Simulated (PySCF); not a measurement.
# TDDFT excited states: C5H10O4

C5H10O4.
SMILES: `C1OC(OCO1)OCC`

The calculation used PySCF, TDDFT PBE0/def2-SVPD, vertical, gas phase, core orbitals frozen in the response. Geometry: PBE0-D3(BJ)/def2-SVP, one conformer, isolated molecule.

Question: What does the calculation give for the low-lying excited states?

Answer: 

| state | E (eV) | λ (nm) | f | main configurations (H = HOMO, L = LUMO) |
| --- | --- | --- | --- | --- |
| S1 | 7.76 | 159.7 | 0.028 | H→L (82%), H→L+1 (11%) |
| S2 | 7.94 | 156.1 | 0.061 | H-1→L (80%), H-1→L+1 (8%) |
| S3 | 8.14 | 152.2 | 0.0022 | H→L+1 (41%), H-1→L+1 (20%), H-3→L (14%) |
| S4 | 8.24 | 150.4 | 0.0044 | H-2→L (49%), H→L+1 (21%) |
| S5 | 8.30 | 149.3 | 0.011 | H-3→L (28%), H→L+1 (16%), H-2→L (13%) |
| S6 | 8.43 | 147.1 | 0.035 | H→L+2 (28%), H-3→L (24%), H-1→L+1 (20%) |
| S7 | 8.50 | 145.9 | 0.012 | H→L+3 (54%), H→L+2 (12%), H-2→L (9%) |
| S8 | 8.56 | 144.8 | 0.0007 | H→L+2 (38%), H→L+3 (25%), H-1→L+2 (12%) |
| S9 | 8.61 | 144.1 | 0.074 | H-1→L+3 (49%), H-1→L+2 (19%) |
| S10 | 8.64 | 143.4 | 0.047 | H-1→L+2 (30%), H-1→L+3 (26%), H-1→L+1 (11%) |

Triplets (Tamm–Dancoff): T1 7.51 eV, H→L (70%), H-1→L (10%); T2 7.65 eV, H-1→L (64%), H→L+1 (13%), H→L (8%); T3 7.99 eV, H→L+1 (25%), H-1→L+1 (25%), H-3→L (15%); T4 8.13 eV, H-2→L (44%), H-1→L+3 (16%), H-3→L (14%).

The lowest singlet lies at 7.76 eV (160 nm, vacuum ultraviolet) and is weak; its leading configuration is HOMO→LUMO (82%). The strongest level in the table is S9 at 8.61 eV (144 nm, f = 0.074). Löwdin shares by element: HOMO oxygen 55% or more, carbon 19% or more (atoms not listed hold the other 26%); LUMO hydrogen 20% or more, carbon 19% or more (atoms not listed hold the other 61%). Weighted by f, the mean energy of these states is 8.33 eV. The listed states span 0.88 eV, and the widest gap between neighbours is 0.20 eV (S2 to S3). Orbital energies (eV): HOMO-3 -8.78, HOMO-2 -8.73, HOMO-1 -8.33, HOMO -8.20, LUMO 0.69, LUMO+1 0.96, LUMO+2 1.33. The vertical ionisation energy (ΔSCF) is 10.10 eV, 1.46 eV above S10. Only the lowest 10 singlets were computed, as vertical energies without vibronic structure.
